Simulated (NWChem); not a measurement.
Molecule: C4H7Cl; SMILES C/C=C(\C)Cl

Program: NWChem. Coordinates come from a B3LYP/6-31G* (spherical d) optimisation. Level: M06-2X/def2-SVP with SMD (1 M gas to 1 M solution), gas-phase geometry.

| solvent | dielectric constant | solvation free energy (kcal/mol) | cavity-dispersion-structure term (kcal/mol) | dipole in solution (D) |
|---|---|---|---|---|
| water | 78.4 | 0.1 | 3.2 | 2.70 |
| 2-propanol | 19.3 | -4.1 | -1.2 | 2.66 |
| cyclohexane | 2.02 | -3.7 | -2.2 | 2.34 |
| dichloromethane | 8.93 | -5.0 | -2.3 | 2.62 |
| 1,4-dioxane | 2.21 | -2.5 | -0.9 | 2.37 |
